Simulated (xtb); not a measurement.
C$_{3}$H$_{7}$O, doublet, from a rough starting geometry; GFN2-xTB (xtb).

The xtb input:
```
$ xtb mol.xyz --gfn 2 --uhf 1 --opt vtight --json

# file mol.xyz
11

C      1.32654796    -0.42004008     0.06406678
C      0.13392491     0.28597508    -0.38602651
C     -1.16555043    -0.43034349     0.02330600
O      0.16157168     1.63639695     0.03827908
H      1.88546663    -0.18108271     0.94650207
H      1.72711982    -1.26275602    -0.56067948
H      0.14242755     0.42422543    -1.44889874
H     -2.02641842     0.15312650    -0.20518065
H     -1.11195355    -0.58758422     1.05548230
H     -1.20298448    -1.33185614    -0.50207352
H      0.12807955     1.61117148     1.03247233
```

It wrote (shortened):

```
   ID    Z sym.   atoms
    1    6 C      1-3
    2    8 O      4
    3    1 H      5-11

           -------------------------------------------------
          |                Calculation Setup                |
           -------------------------------------------------

           -------------------------------------------------
          |                 G F N 2 - x T B                 |
           -------------------------------------------------

          ...................................................
          :                      SETUP                      :
          :.................................................:
          :  # basis functions                  23          :
          :  # atomic orbitals                  23          :
          :  # shells                           15          :
          :  # electrons                        25          :
          :  max. iterations                   250          :
          :  Hamiltonian                  GFN2-xTB          :
          :  restarted?                      false          :
          :  GBSA solvation                  false          :
          :  PC potential                    false          :
          :  electronic temp.          300.0000000     K    :
          :  accuracy                    1.0000000          :
          :  -> integral cutoff          0.2500000E+02      :
          :  -> integral neglect         0.1000000E-07      :
          :  -> SCF convergence          0.1000000E-05 Eh   :
          :  -> wf. convergence          0.1000000E-03 e    :
          :  Broyden damping             0.4000000          :
          :  net charge                          0          :
          :  unpaired electrons                  1          :
          ...................................................

 iter      E             dE          RMSdq      gap      omega  full diag
   1    -14.1042478 -0.141042E+02  0.374E+00    9.72       0.0  T
   2    -14.1258770 -0.216292E-01  0.209E+00    9.77       1.0  T
   3    -14.1263017 -0.424705E-03  0.750E-01    9.89       1.0  T
   4    -14.1267745 -0.472800E-03  0.145E-01    9.71       1.0  T
   5    -14.1268199 -0.454172E-04  0.617E-02    9.72       1.0  T
   6    -14.1268207 -0.813050E-06  0.844E-03    9.73       3.6  T
   7    -14.1268207 -0.326811E-07  0.312E-03    9.73       9.7  T
   8    -14.1268208 -0.798343E-08  0.671E-04    9.73      44.9  T
   9    -14.1268208 -0.402828E-09  0.193E-04    9.73     156.6  T

   *** convergence criteria satisfied after 9 iterations ***

         :::::::::::::::::::::::::::::::::::::::::::::::::::::
         ::                     SUMMARY                     ::
         :::::::::::::::::::::::::::::::::::::::::::::::::::::
         :: total energy             -13.953818407179 Eh    ::
         :: gradient norm              0.088935210280 Eh/a0 ::
         :: HOMO-LUMO gap              9.728283717386 eV    ::
         ::.................................................::
         :: SCC energy               -14.126818103979 Eh    ::
         :: -> isotropic ES            0.028091024509 Eh    ::
         :: -> anisotropic ES          0.002234607178 Eh    ::
         :: -> anisotropic XC          0.005373698443 Eh    ::
         :: -> dispersion             -0.004513690903 Eh    ::
         :: repulsion energy           0.172999696800 Eh    ::
         :: add. restraining           0.000000000000 Eh    ::
         :: total charge              -0.000000000000 e     ::
         :::::::::::::::::::::::::::::::::::::::::::::::::::::

      -----------------------------------------------------------
     |                   =====================                   |
     |                        A N C O P T                        |
     |                   =====================                   |
     |               Approximate Normal Coordinate               |
     |                Rational Function Optimizer                |
[...]
 * total energy  :   -13.9618556 Eh     change       -0.2128646E-04 Eh
 * total energy  :   -13.9618636 Eh     change       -0.7910364E-05 Eh
 * total energy  :   -13.9618703 Eh     change       -0.6757191E-05 Eh
 * total energy  :   -13.9618770 Eh     change       -0.6673118E-05 Eh
 * total energy  :   -13.9618838 Eh     change       -0.6801851E-05 Eh
 * total energy  :   -13.9618883 Eh     change       -0.4518947E-05 Eh
 * total energy  :   -13.9618893 Eh     change       -0.1028300E-05 Eh
 * total energy  :   -13.9618922 Eh     change       -0.2917311E-05 Eh
 * total energy  :   -13.9618937 Eh     change       -0.1499916E-05 Eh
 * total energy  :   -13.9618942 Eh     change       -0.4522301E-06 Eh
 * total energy  :   -13.9618945 Eh     change       -0.2651331E-06 Eh
 * total energy  :   -13.9618945 Eh     change       -0.2089629E-07 Eh
   *** GEOMETRY OPTIMIZATION CONVERGED AFTER 19 ITERATIONS ***
         :: total energy             -13.961894486045 Eh    ::
[...]
        10        2.0000           -0.4607111             -12.5366
        11        2.0000           -0.4430784             -12.0568
        12        2.0000           -0.4137884             -11.2598
        13        1.0000           -0.3170773              -8.6281 (HOMO)
        14                          0.0550018               1.4967 (LUMO)
        15                          0.0934303               2.5424
        16                          0.1306085               3.5540
        17                          0.1326735               3.6102
        18                          0.1678552               4.5676
        19                          0.2045495               5.5661
        20                          0.2193028               5.9675
        21                          0.2347956               6.3891
        22                          0.3050676               8.3013
        23                          0.3487004               9.4886
      -------------------------------------------------------------
                  HL-Gap            0.3720792 Eh           10.1248 eV
             Fermi-level           -0.2482353 Eh           -6.7548 eV

     #   Z          covCN         q      C6AA      α(0)
     1   6 C        2.836    -0.133    31.393     9.182
     2   6 C        3.724     0.128    18.601     6.159
     3   6 C        3.752    -0.117    22.791     6.808
     4   8 O        1.656    -0.445    21.740     6.294
     5   1 H        0.926     0.044     2.397     2.421
     6   1 H        0.926     0.038     2.470     2.457
     7   1 H        0.923     0.059     2.213     2.326
     8   1 H        0.925     0.054     2.275     2.359
     9   1 H        0.925     0.040     2.450     2.448
    10   1 H        0.925     0.044     2.399     2.422
    11   1 H        0.805     0.288     0.758     1.367

 Mol. C6AA /au·bohr⁶  :        862.915223
 Mol. C8AA /au·bohr⁸  :      18151.256807
 Mol. α(0) /au        :         44.243493

Wiberg/Mayer (AO) data.
largest (>0.10) Wiberg bond orders for each atom

 ---------------------------------------------------------------------------
     #   Z sym  total        # sym  WBO       # sym  WBO       # sym  WBO
 ---------------------------------------------------------------------------
     1   6 C    3.195 --     2 C    1.089     6 H    0.984     5 H    0.982
     2   6 C    3.957 --     1 C    1.089     4 O    0.991     3 C    0.945
                             7 H    0.927
     3   6 C    3.991 --     9 H    0.988    10 H    0.987     8 H    0.984
                             2 C    0.945
     4   8 O    1.966 --     2 C    0.991    11 H    0.899
     5   1 H    0.998 --     1 C    0.982
     6   1 H    0.999 --     1 C    0.984
     7   1 H    0.995 --     2 C    0.927
     8   1 H    0.997 --     3 C    0.984
     9   1 H    0.998 --     3 C    0.988
    10   1 H    0.998 --     3 C    0.987
    11   1 H    0.917 --     4 O    0.899
 ---------------------------------------------------------------------------

Topologies differ in total number of bonds
Writing topology from bond orders to xtbtopo.mol

molecular dipole:
                 x           y           z       tot (Debye)
 q only:       -0.130      -0.427       0.262
   full:       -0.112      -0.572       0.420       1.826
molecular quadrupole (traceless):
                xx          xy          yy          xz          yz          zz
 q only:        0.293       0.197      -2.537       0.456       1.987       2.244
  q+dip:        0.359      -0.175      -4.040       1.184       2.777       3.680
   full:        0.207       0.085      -3.801       0.842       2.764       3.594

optimized geometry written to: xtbopt.xyz

           -------------------------------------------------
          | TOTAL ENERGY              -13.961894486045 Eh   |
          | GRADIENT NORM               0.000056410832 Eh/α |
          | HOMO-LUMO GAP              10.124789815124 eV   |
           -------------------------------------------------
```
